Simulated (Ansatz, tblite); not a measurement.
Cost and result up the ladder for TaO2⁻ (3 atoms). Total charge -1; singlet. Geometry: PBE-D4/def2-TZVPD.

```xyz
3

Ta   -0.369   -0.538    0.248
O    -0.815    1.165    0.330
O     1.184   -0.628   -0.579
```

Ansatz on 4 threads of Arm Neoverse V1 on a shared host; xTB runs through tblite on one thread. Times are rough, summed over both states, and most runs start from the orbitals of an earlier one. PBE0-D4/def2-TZVPD serves as the yardstick here, not as an exact answer. The other state is a triplet at its own geometry.

In the def2 sets Ta takes a core potential; there is no spin–orbit coupling. The xTB rows come from tblite. At PBE0-D4/def2-TZVPD a broken-symmetry singlet of charge -1 lies 0.63 eV below the triplet, each at its own geometry. The structure comes from a short search, and lower isomers may exist.

Run but left out: HF/def2-TZVPD, HF/def2-TZVPPD, r2SCAN-D4/def2-TZVPD, B2PLYP/def2-TZVPD, MP2/def2-TZVPD, MP2/def2-TZVPPD, CCSD/def2-TZVPPD, CCSD(T)/def2-TZVPPD (singlet: restricted singlet, unstable towards broken spin symmetry); revPBE-D4/def2-TZVPD, B3LYP-D4/def2-TZVPD, r2SCAN0-D4/def2-TZVPD, LC-ωPBE/def2-TZVPD, RPA@PBE/def2-TZVPD (singlet: restricted singlet, unstable towards broken spin symmetry at other levels and untested here).

xTB has no spin-polarisation term.

```
                           level  functions  wall time  triplet − singlet (eV)  difference from PBE0-D4/def2-TZVPD (eV)                                               remarks
                        GFN1-xTB         17    0.004 s                    0.51                                    -0.12                                                     –
                        GFN2-xTB         17    0.004 s                    1.55                                     0.93                                                     –
               PBE-D4/def2-TZVPD        123      2.6 s                    0.77                                     0.15  HOMO above zero (singlet), HOMO above zero (triplet)
PBE0-D4/def2-TZVPD (with forces)        123      6.8 s                    0.62                                     0.00                             HOMO above zero (triplet)
```
